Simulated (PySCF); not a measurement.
**Pt: excitation energy**

Pt [Xe] 4f14 5d9 6s1 (3D) → Pt [Xe] 4f14 5d8 6s1 6p1 (high-spin determinant), as a difference of total energies. Computed with PySCF 2.14 in aug-cc-pVTZ-PP with ECP60MDF (6s6p5d3f2g, 88 functions), with scalar relativity through the core potential. Correlated levels: valence: 5s2 5p6 frozen. The calculations carry no spin-orbit coupling.

```json
{"method": "UHF", "excitation energy (eV)": "3.010"}
{"method": "LDA", "excitation energy (eV)": "5.292"}
{"method": "PBE", "excitation energy (eV)": "4.955"}
{"method": "PBE0", "excitation energy (eV)": "4.664"}
{"method": "r2SCAN", "excitation energy (eV)": "4.477"}
{"method": "B97-3", "excitation energy (eV)": "5.014"}
{"method": "LC-wPBE", "excitation energy (eV)": "4.374"}
{"method": "BP86", "excitation energy (eV)": "4.981"}
{"method": "wB97M-V", "excitation energy (eV)": "4.709"}
{"method": "MP2 (valence)", "excitation energy (eV)": "4.819"}
{"method": "SCS-MP2 (valence)", "excitation energy (eV)": "4.894"}
```

Problem. How much does correlation contribute at MP2 (valence)?

Solution. 4.819 − (3.010) = 1.809 eV, measured against UHF.

The determinant of the upper state mixes LS terms, which raises its energy above the lowest term, most at the Hartree-Fock and MP2 levels.
